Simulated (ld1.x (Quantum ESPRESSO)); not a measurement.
## Ranking TM potentials for Sc (Z = 21)

All share these settings but for the change named:

scandium (Sc), norm-conserving Troullier–Martins (Kleinman–Bylander form), made with ld1.x (Quantum ESPRESSO) 7.5 (BP86, scalar-relativistic). Core [Ne], reference 3s2 3p6 3d1 4s2 4p0. Waves: 3s (bound): rc 1.05 bohr; 3p (bound): rc 1.90 bohr; 3d (bound): rc 1.45 bohr. Local part: all-electron potential smoothed inside 1.20 bohr (lloc = -1). Core correction: none.

Occupied shells without a wave of their own: 4s. They enter only through the test configuration that unscreens the potential.

Cutoff: the first of the cutoffs (Ry, on a coarse ladder) from which the occupation-weighted sum of valence levels, in a spherical-Bessel basis at the reference potential, stays within 10 and 1 mRy of its value at 400 Ry; the density cutoff is not measured.

The base gives 110 Ry.

Of 9 variants that were run, those that failed, showed a ghost or another fault, or gave nearly equal values are left out.

A variant can come out equal or close to the base.

Task: Rank these variants from softest to hardest (loose cutoff).
A. wave 3d (bound): rc 1.45 bohr becomes 3d (bound): rc 1.42 bohr
B. wave 3s (bound): rc 1.05 bohr becomes 3s (bound): rc 1.54 bohr
C. core [Ar], valence charge 3; reference 3d1 4s2 4p0; waves now 4s (bound): rc 2.30 bohr; 3d (bound): rc 1.25 bohr; 4p (bound): rc 4.20 bohr; local potential the p channel; core correction a·sin(br)/r model core inside 1.00 bohr

Result: B (70 Ry), C (90 Ry), A (110 Ry).
